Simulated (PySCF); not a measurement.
C2H9AlO4Si, charge -1, doublet, at a GFN2-xTB geometry (such geometries of metal compounds can be far from the true shape) (a state made from the parent by changing its charge; the spin is typed, not shown lowest) (in this run its highest filled SCF level lies above zero, so its values depend strongly on the basis, on diffuse functions most of all); R2SCAN/STO-3G (PySCF).

The PySCF input:
```python
from pyscf import gto, scf, dft

mol = gto.M(
    atom='''
Al    0.29613628    1.34072167    1.48692641
C     0.99004365    2.79075700    0.12517843
H     2.02391253    2.59397359   -0.19474507
H     1.00821819    3.78866880    0.58317301
H     0.40749925    2.90014008   -0.80194805
C    -1.74288661    1.79575097    1.73977412
H    -2.32623864    1.95775478    0.82118841
H    -1.85655222    2.71569170    2.32885522
H    -2.27992104    1.01735300    2.30059904
O     0.30148160   -0.16025264    0.51868904
Si    0.09182957   -1.17809388   -0.68161485
O     0.89375051   -2.60211315   -0.51028021
O     0.65366512   -0.58605129   -2.10604036
O    -1.49211149   -1.61032325   -0.84943880
H     0.57829560   -3.13814135    0.21021391
H     1.05873673    0.26984134   -1.99235366
H    -2.08656454   -0.89047483   -0.65557083
''',
    basis='sto-3g',
    charge=-1,
    spin=1,
    verbose=4,
)

mf = dft.UKS(mol)
mf.xc = 'r2scan'
mf.kernel()
```

It wrote (shortened):

```
PySCF version 2.14.0

[INPUT] verbose = 4
[INPUT] num. atoms = 17
[INPUT] num. electrons = 81
[INPUT] charge = -1
[INPUT] spin (= nelec alpha-beta = 2S) = 1
[INPUT] symmetry False subgroup None
[INPUT] Mole.unit = angstrom
[INPUT] Symbol           X                Y                Z      unit          X                Y                Z       unit  Magmom
[INPUT]  1 Al     0.296136280000   1.340721670000   1.486926410000 AA    0.559616464748   2.533596765569   2.809883682283 Bohr   0.0
[INPUT]  2 C      0.990043650000   2.790757000000   0.125178430000 AA    1.870911349865   5.273766410213   0.236552949403 Bohr   0.0
[INPUT]  3 H      2.023912530000   2.593973590000  -0.194745070000 AA    3.824640381776   4.901899659455  -0.368014846409 Bohr   0.0
[INPUT]  4 H      1.008218190000   3.788668800000   0.583173010000 AA    1.905256252905   7.159546408685   1.102037272138 Bohr   0.0
[INPUT]  5 H      0.407499250000   2.900140080000  -0.801948050000 AA    0.770061978466   5.480470474074  -1.515462180629 Bohr   0.0
[INPUT]  6 C     -1.742886610000   1.795750970000   1.739774120000 AA   -3.293578359072   3.393477521222   3.287696605406 Bohr   0.0
[INPUT]  7 H     -2.326238640000   1.957754780000   0.821188410000 AA   -4.395953929981   3.699620353258   1.551821191567 Bohr   0.0
[INPUT]  8 H     -1.856552220000   2.715691700000   2.328855220000 AA   -3.508375231753   5.131913551755   4.400898549564 Bohr   0.0
[INPUT]  9 H     -2.279921040000   1.017353000000   2.300599040000 AA   -4.308426351234   1.922518542005   4.347502108037 Bohr   0.0
[INPUT] 10 O      0.301481600000  -0.160252640000   0.518689040000 AA    0.569717655596  -0.302833600339   0.980180229414 Bohr   0.0
[INPUT] 11 Si     0.091829570000  -1.178093880000  -0.681614850000 AA    0.173532737437  -2.226274782226  -1.288065388936 Bohr   0.0
[INPUT] 12 O      0.893750510000  -2.602113150000  -0.510280210000 AA    1.688943687590  -4.917281198629  -0.964289843686 Bohr   0.0
[INPUT] 13 O      0.653665120000  -0.586051290000  -2.106040360000 AA    1.235248053981  -1.107476433048  -3.979839487680 Bohr   0.0
[INPUT] 14 O     -1.492111490000  -1.610323250000  -0.849438800000 AA   -2.819682063417  -3.043069914520  -1.605206691579 Bohr   0.0
[INPUT] 15 H      0.578295600000  -3.138141350000   0.210213910000 AA    1.092820303041  -5.930227691673   0.397246717474 Bohr   0.0
[INPUT] 16 H      1.058736730000   0.269841340000  -1.992353660000 AA    2.000722457718   0.509926229686  -3.765002760675 Bohr   0.0
[INPUT] 17 H     -2.086564540000  -0.890474830000  -0.655570830000 AA   -3.943035521829  -1.682753549519  -1.238849323954 Bohr   0.0

nuclear repulsion = 554.495134692972
number of shells = 37
number of NR pGTOs = 171
number of NR cGTOs = 57
basis = sto-3g
ecp = {}

******** <class 'pyscf.dft.uks.UKS'> ********
method = UKS
initial guess = minao
damping factor = 0
level_shift factor = 0
DIIS = <class 'pyscf.scf.diis.CDIIS'>
diis_start_cycle = 1
diis_space = 8
diis_damp = 0
SCF conv_tol = 1e-09
SCF conv_tol_grad = None
SCF max_cycles = 50
direct_scf = True
direct_scf_tol = 1e-13
number electrons alpha = 41  beta = 40
XC library pyscf.dft.libxc version 7.1.2
    S. Lehtola, C. Steigemann, M. J. T. Oliveira, and M. A. L. Marques,  SoftwareX 7, 1–5 (2018)
XC functionals = r2scan
    J. W. Furness, A. D. Kaplan, J. Ning, J. P. Perdew, and J. Sun,  J. Phys. Chem. Lett. 11, 8208–8215 (2020)
    J. W. Furness, A. D. Kaplan, J. Ning, J. P. Perdew, and J. Sun,  J. Phys. Chem. Lett. 11, 9248–9248 (2020)
    J. W. Furness, A. D. Kaplan, J. Ning, J. P. Perdew, and J. Sun,  J. Phys. Chem. Lett. 11, 8208–8215 (2020)
    J. W. Furness, A. D. Kaplan, J. Ning, J. P. Perdew, and J. Sun,  J. Phys. Chem. Lett. 11, 9248–9248 (2020)
radial grids:
    Treutler-Ahlrichs [JCP 102, 346 (1995); DOI:10.1063/1.469408] (M4) radial grids

becke partition: Becke, JCP 88, 2547 (1988); DOI:10.1063/1.454033
pruning grids: <function nwchem_prune>
grids dens level: 3
symmetrized grids: False
atomic radii adjust function: <function treutler_atomic_radii_adjust>
small_rho_cutoff = 0
Set gradient conv threshold to 3.16228e-05
tot grids = 211200
init E= -903.331911080473

cycle= 1 E= -902.290087926756  delta_E= 1.04  |g|= 0.816  |ddm|= 3.61
cycle= 2 E= -901.910597950596  delta_E= 0.379  |g|= 1.19  |ddm|= 2.77
cycle= 3 E= -902.689914100507  delta_E= -0.779  |g|= 0.351  |ddm|=  1.9
cycle= 4 E= -902.767191789844  delta_E= -0.0773  |g|= 0.0707  |ddm|= 0.628
cycle= 5 E= -902.770463722953  delta_E= -0.00327  |g|= 0.0178  |ddm|= 0.162
cycle= 6 E= -902.770747810248  delta_E= -0.000284  |g|= 0.00254  |ddm|= 0.04
cycle= 7 E= -902.770751534073  delta_E= -3.72e-06  |g|= 0.00129  |ddm|= 0.00599
cycle= 8 E= -902.770752701207  delta_E= -1.17e-06  |g|= 0.000227  |ddm|= 0.00238
cycle= 9 E= -902.770752744417  delta_E= -4.32e-08  |g|= 9.55e-05  |ddm|= 0.000567
cycle= 10 E= -902.770752751443  delta_E= -7.03e-09  |g|= 3.63e-05  |ddm|= 0.00022
cycle= 11 E= -902.770752752535  delta_E= -1.09e-09  |g|= 1.11e-05  |ddm|= 8.49e-05
cycle= 12 E= -902.770752752656  delta_E= -1.21e-10  |g|= 3.23e-06  |ddm|= 2.76e-05
Extra cycle  E= -902.770752752651  delta_E= 4.32e-12  |g|= 3.52e-06  |ddm|= 1.1e-05
converged SCF energy = -902.770752752651  <S^2> = 0.75110312  2S+1 = 2.0011028
```
